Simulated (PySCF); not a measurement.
Species: C7H10F (doublet state).
Structure used (GFN2-xTB), in Å, numbered top down from 1:
```
atom  x, y, z in Å
C1     1.849    0.800    0.101
C2     0.464    0.210    0.025
C3    -0.726    1.183   -0.118
C4    -1.821    0.172   -0.150
C5    -1.076   -1.094   -0.027
F6    -1.768   -2.266   -0.020
C7    -0.065   -0.763    1.101
C8     0.099   -0.873   -1.014
H9     1.930    1.461    0.962
H10    2.065    1.372   -0.799
H11    2.595    0.015    0.198
H12   -0.800    1.876    0.727
H13   -0.664    1.785   -1.030
H14   -2.874    0.317   -0.243
H15    0.613   -1.584    1.316
H16   -0.469   -0.343    2.019
H17   -0.156   -0.553   -2.021
H18    0.795   -1.707   -1.037
```

The hyperfine couplings belong to this conformer and change with its torsions.

The species is `C[C@]12C[CH][C@](F)(C1)C2` [radical].

Computed with UKS B3LYP, pcH-1 on C F H, non-relativistic, mean-field spin-orbit, GIAO (PySCF 2.14.0). Isolated species at its GFN2-xTB geometry, gas phase. The geometry wasn't refined by DFT: couplings that depend on bond lengths, twists or pyramidal angles can differ widely from those at the functional's own minimum. No stability test was run, so a lower SCF solution isn't excluded.

(1) Where do the isotropic ENDOR lines of F6, H12/H13, H14, H15/H18 and H16/H17 fall at 3361.1 mT, to first order?

(2) Which pairs are centred on the nuclear Larmor frequency, and which on half the coupling?

Results:

(1) ν± = |νn ± a/2|, one line for each electron-spin manifold; νn = |g_N| × 7.62259 MHz/T × B.

```json
{"nuclei": "F6", "isotope": "19F", "g_N": "5.2577", "νn (MHz)": "134.70", "a_iso (MHz)": "-10.05", "lower line (MHz)": "129.68", "upper line (MHz)": "139.73"}
{"nuclei": "H12/H13", "isotope": "1H", "g_N": "5.5857", "νn (MHz)": "143.11", "a_iso (MHz)": "89.57", "lower line (MHz)": "98.32", "upper line (MHz)": "187.89"}
{"nuclei": "H14", "isotope": "1H", "g_N": "5.5857", "νn (MHz)": "143.11", "a_iso (MHz)": "-67.04", "lower line (MHz)": "109.59", "upper line (MHz)": "176.62"}
{"nuclei": "H15/H18", "isotope": "1H", "g_N": "5.5857", "νn (MHz)": "143.11", "a_iso (MHz)": "11.57", "lower line (MHz)": "137.32", "upper line (MHz)": "148.89"}
{"nuclei": "H16/H17", "isotope": "1H", "g_N": "5.5857", "νn (MHz)": "143.11", "a_iso (MHz)": "-3.33", "lower line (MHz)": "141.44", "upper line (MHz)": "144.77"}
```

(2) Centred on νn, since |a| < 2νn: F6, H12/H13, H14, H15/H18 and H16/H17. No pair has |a| > 2νn.

Nuclei that the bonding pattern makes equivalent are averaged, as if the motion that swaps them (rotation, inversion, ring flip) were fast.

The largest Mulliken spin populations are on C4 (+1.02), C3 (-0.08) and C5 (-0.07). C4 is the only atom above +0.15. The angles at C4 add up to 360.0°, so it is planar; its axial dipolar tensor and the negative coupling of its proton fit spin in a p orbital normal to that plane.
